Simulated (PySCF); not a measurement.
Species: C4H12OSi.
Cartesian coordinates in Å at the PBE0-D3(BJ)/def2-SVP level; atoms count from 1:
```
atom  x, y, z in Å
C1     3.1769   -0.0858    0.2389
Si2    1.6218    0.3997   -0.6654
O3     0.3331   -0.1394    0.2443
C4    -1.0221   -0.1192   -0.1623
C5    -1.6423    1.2359    0.1361
C6    -1.7342   -1.2535    0.5482
H7     4.0674    0.2466   -0.3171
H8     3.2308   -1.1779    0.3613
H9     3.2023    0.3756    1.2377
H10    1.5712    1.8868   -0.8525
H11    1.5607   -0.2247   -2.0284
H12   -1.0803   -0.3009   -1.2558
H13   -1.5868    1.4449    1.2158
H14   -2.6986    1.2636   -0.1718
H15   -1.1115    2.0406   -0.3948
H16   -1.6749   -1.1088    1.6381
H17   -1.2595   -2.2151    0.3053
H18   -2.7943   -1.3008    0.2571
```

Level: wB97X-D/def2-SVPD in PySCF, non-relativistic, on one gas-phase PBE0-D3(BJ)/def2-SVP geometry that isn't relaxed in the solvent. The solvent is an IEF-PCM continuum (Bondi radii, 1.10 Å for H, scaled by 1.2), and excitations are vertical TDDFT with non-equilibrium linear response and a frozen core. Specific hydrogen bonds and non-electrostatic terms are outside this model.

```tsv
run	E − E(gas) (kcal/mol)	HOMO (eV)	HOMO–LUMO gap (eV)	dipole (D)	lowest singlet (eV)	static polarisability (au)
gas	0.00	-9.74	12.04	0.38	7.52	81.0
P	-2.33	-9.79	12.13	0.68	7.59	107.0
Q	-0.87	-9.74	12.07	0.45	7.53	90.0
```

**Question.** The runs were made in cyclohexane and methanol. Which run belongs to which solvent?

**Answer.** P = methanol, Q = cyclohexane. The dielectric constants are 2.017 (cyclohexane), 32.61 (methanol), and the energy falls further as ε rises. The optical constants n² used for the excitations are 2.04, 1.77 in the same order. In this model the ground state sees the solvent through ε alone.

**Question.** How constant is the ratio of the lowering to (ε − 1)/(2ε + 1)?

**Answer.** 
```csv
solvent,(ε − 1)/(2ε + 1),E − E(gas) (kcal/mol),ratio (kcal/mol),polarisation term (kcal/mol)
cyclohexane,0.202,-0.87,-4.3,-0.91
methanol,0.477,-2.33,-4.9,-2.64
```

The ratio changes by +12.6 % in size from cyclohexane to methanol. The polarisation term is half the interaction of the solute with the induced surface charges.

Note: wB97X-D ran without an empirical dispersion term, which enters the total energy and its gradient alone.
